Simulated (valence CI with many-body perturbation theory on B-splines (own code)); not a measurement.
# E1 transitions of Cl2+

Method: valence CI with perturbative core correlation (CI+MBPT): five valence electrons over a frozen Dirac-Fock core [Ne], a basis of 9 s, 9 p, 8 d, 6 f, 3 g, 1 h functions for each j, with the one-electron correlation potential Σ1, the two-electron term Σ2, the three-electron term Σ3, Breit, model QED; selected CI, second order for the rest, scaled by the run's own slope (own B-spline code, finite nucleus).

Against 24 measured levels this calculation errs by 102 cm⁻¹ on average and by 236 at most. These come from a selection out of Moore, Atomic Energy Levels, vol. I, NSRDS-NBS 35 (1971 reprint of NBS Circular 467, 1949), an old analysis. Levels without a partner in it may be off by more. Among the levels kept, up to 1500 cm⁻¹ of a level comes from second order outside the variational space, and about a tenth of that is noise between levels of different J, which matters for small intervals.

Lines 51 to 100 of 269 in falling wavelength, among levels below 206928 cm⁻¹, chosen from the strongest by gf and those to the six lowest levels. Wavelengths and rates use the calculated energies, so an error of 100 cm⁻¹ moves a line at 323.1 nm by 0.32 % and its rate by three times that or more. Electric multipoles are in the length gauge, E1 and E2 with the static RPA response of the core. Weak lines are less certain than strong ones. Lines between different terms over intervals too small for the method are left out, as are lines whose strength nearly cancels. Where a level lies close to another of its J and parity, the split of strength between their lines is uncertain. The highest levels of a list are the least certain.

Names give the largest LS component (configuration and term), which can be under half, so a name can repeat, a term be missing and a line seem to break the LS rules; names also repeat where a configuration has a term twice. Letters in brackets count levels of one name in rising energy.

| λ vac (nm) | λ from measured levels | Upper | Lower | A (s⁻¹) | S (a.u.) |
| --- | --- | --- | --- | --- | --- |
| 323.1 | 323.2 | 3s2 3p2 4p 2D°_3/2 | 3s2 3p2 4s 4P_3/2 | 3.46e+06 | 2.30e-01 |
| 320.4 | 319.2 | 3s2 3p2 4p 4S°_3/2 | 3s2 3p2 4s 4P_5/2 | 2.06e+08 | 1.34e+01 |
| 319.3 | 319.5 | 3s2 3p2 4p 2D°_3/2 | 3s2 3p2 4s 4P_1/2 | 2.23e+06 | 1.43e-01 |
| 319.3 | 319.2 | 3s2 3p2 4p 2D°_5/2 | 3s2 3p2 4s 4P_5/2 | 7.74e+06 | 7.46e-01 |
| 315.0 | 314.0 | 3s2 3p2 4p 4S°_3/2 | 3s2 3p2 4s 4P_3/2 | 8.41e+07 | 5.19e+00 |
| 313.9 | 313.9 | 3s2 3p2 4p 2D°_5/2 | 3s2 3p2 4s 4P_3/2 | 1.40e+06 | 1.28e-01 |
| 311.3 | 310.5 | 3s2 3p2 4p 4S°_3/2 | 3s2 3p2 4s 4P_1/2 | 3.07e+07 | 1.83e+00 |
| 204.6 |  | 3s2 3p2 4p 4D°_3/2 | 3s2 3p2 3d 2F_5/2 [a] | 5.55e+06 | 9.39e-02 |
| 203.9 |  | 3s2 3p2 4p 4D°_1/2 | 3s2 3p2 3d 4D_3/2 | 2.16e+07 | 1.81e-01 |
| 203.6 |  | 3s2 3p2 4p 4D°_1/2 | 3s2 3p2 3d 4D_1/2 | 1.90e+07 | 1.58e-01 |
| 203.3 |  | 3s2 3p2 4p 4D°_7/2 | 3s2 3p2 3d 2F_7/2 [a] | 9.65e+06 | 3.20e-01 |
| 202.8 |  | 3s2 3p2 4p 4D°_3/2 | 3s2 3p2 3d 4D_3/2 | 1.54e+07 | 2.54e-01 |
| 202.8 |  | 3s2 3p2 4p 4D°_5/2 | 3s2 3p2 3d 2F_5/2 [a] | 9.51e+06 | 2.35e-01 |
| 202.6 |  | 3s2 3p2 4p 4D°_3/2 | 3s2 3p2 3d 4D_5/2 | 1.25e+07 | 2.06e-01 |
| 202.5 |  | 3s2 3p2 4p 4D°_3/2 | 3s2 3p2 3d 4D_1/2 | 9.74e+06 | 1.60e-01 |
| 201.2 |  | 3s2 3p2 4p 4D°_5/2 | 3s2 3p2 3d 4D_7/2 | 1.02e+07 | 2.45e-01 |
| 201.1 |  | 3s2 3p2 4p 4D°_5/2 | 3s2 3p2 3d 4D_3/2 | 9.97e+06 | 2.40e-01 |
| 200.8 |  | 3s2 3p2 4p 4D°_5/2 | 3s2 3p2 3d 4D_5/2 | 1.61e+07 | 3.86e-01 |
| 200.4 |  | 3s2 3p2 4p 4D°_7/2 | 3s2 3p2 3d 2F_5/2 [a] | 2.55e+06 | 8.09e-02 |
| 198.8 |  | 3s2 3p2 4p 4D°_7/2 | 3s2 3p2 3d 4D_7/2 | 3.70e+07 | 1.15e+00 |
| 198.4 |  | 3s2 3p2 4p 4D°_7/2 | 3s2 3p2 3d 4D_5/2 | 4.55e+06 | 1.40e-01 |
| 194.7 |  | 3s2 3p2 4p 4P°_5/2 | 3s2 3p2 3d 2F_7/2 [a] | 8.89e+06 | 1.94e-01 |
| 193.6 |  | 3s2 3p2 4p 4P°_3/2 | 3s2 3p2 3d 2F_5/2 [a] | 2.99e+07 | 4.29e-01 |
| 192.3 |  | 3s2 3p2 4p 4P°_1/2 | 3s2 3p2 3d 4D_3/2 | 1.44e+08 | 1.01e+00 |
| 192.1 |  | 3s2 3p2 4p 4P°_1/2 | 3s2 3p2 3d 4D_1/2 | 1.54e+08 | 1.08e+00 |
| 192.0 |  | 3s2 3p2 4p 4P°_5/2 | 3s2 3p2 3d 2F_5/2 [a] | 1.34e+07 | 2.81e-01 |
| 192.0 |  | 3s2 3p2 4p 4P°_3/2 | 3s2 3p2 3d 4D_3/2 | 9.39e+07 | 1.31e+00 |
| 191.8 |  | 3s2 3p2 4p 4P°_3/2 | 3s2 3p2 3d 4D_5/2 | 1.42e+08 | 1.98e+00 |
| 191.7 |  | 3s2 3p2 4p 4P°_3/2 | 3s2 3p2 3d 4D_1/2 | 1.58e+07 | 2.19e-01 |
| 190.5 |  | 3s2 3p2 4p 4P°_5/2 | 3s2 3p2 3d 4D_7/2 | 2.22e+08 | 4.54e+00 |
| 190.4 |  | 3s2 3p2 4p 4P°_5/2 | 3s2 3p2 3d 4D_3/2 | 6.94e+06 | 1.42e-01 |
| 190.2 |  | 3s2 3p2 4p 4P°_5/2 | 3s2 3p2 3d 4D_5/2 | 4.40e+07 | 8.97e-01 |
| 190.1 |  | 3s2 3p2 4p 2D°_3/2 | 3s2 3p2 3d 2F_5/2 [a] | 1.80e+08 | 2.44e+00 |
| 189.5 |  | 3s2 3p2 4p 2D°_5/2 | 3s2 3p2 3d 2F_7/2 [a] | 2.14e+08 | 4.30e+00 |
| 188.4 |  | 3s2 3p2 4p 2D°_3/2 | 3s2 3p2 3d 4D_5/2 | 5.38e+07 | 7.10e-01 |
| 186.9 |  | 3s2 3p2 4p 2D°_5/2 | 3s2 3p2 3d 2F_5/2 [a] | 1.80e+07 | 3.48e-01 |
| 185.5 |  | 3s2 3p2 4p 2D°_5/2 | 3s2 3p2 3d 4D_7/2 | 8.12e+06 | 1.53e-01 |
| 183.6 |  | 3s2 3p2 4p 4D°_1/2 | 3s2 3p2 3d 4F_3/2 | 3.68e+08 | 2.25e+00 |
| 183.5 |  | 3s2 3p2 4p 4D°_3/2 | 3s2 3p2 3d 4F_5/2 | 2.97e+08 | 3.62e+00 |
| 183.1 |  | 3s2 3p2 4p 4D°_5/2 | 3s2 3p2 3d 4F_7/2 | 3.02e+08 | 5.49e+00 |
| 182.8 |  | 3s2 3p2 4p 4D°_3/2 | 3s2 3p2 3d 4F_3/2 | 6.91e+07 | 8.33e-01 |
| 182.5 |  | 3s2 3p2 4p 4D°_7/2 | 3s2 3p2 3d 4F_9/2 | 3.25e+08 | 7.81e+00 |
| 182.1 |  | 3s2 3p2 4p 4D°_5/2 | 3s2 3p2 3d 4F_5/2 | 5.81e+07 | 1.04e+00 |
| 181.1 |  | 3s2 3p2 4p 4D°_7/2 | 3s2 3p2 3d 4F_7/2 | 3.24e+07 | 7.60e-01 |
| 166.8 |  | 3s2 3p2 4p 2S°_1/2 | 3s2 3p2 3d 2P_1/2 [a] | 8.47e+07 | 3.88e-01 |
| 164.8 |  | 3s2 3p2 4p 2S°_1/2 | 3s2 3p2 3d 2P_3/2 [a] | 2.02e+08 | 8.93e-01 |
| 146.5 | 145.7 | 3s 3p4 4P_5/2 | 3s2 3p3 2P°_3/2 | 1.25e+04 | 1.17e-04 |
| 145.2 | 144.5 | 3s 3p4 4P_3/2 | 3s2 3p3 2P°_3/2 | 1.80e+04 | 1.09e-04 |
| 144.5 | 143.7 | 3s 3p4 4P_1/2 | 3s2 3p3 2P°_3/2 | 7.55e+03 | 2.25e-05 |
| 144.3 | 143.5 | 3s 3p4 4P_1/2 | 3s2 3p3 2P°_1/2 | 2.29e+04 | 6.79e-05 |
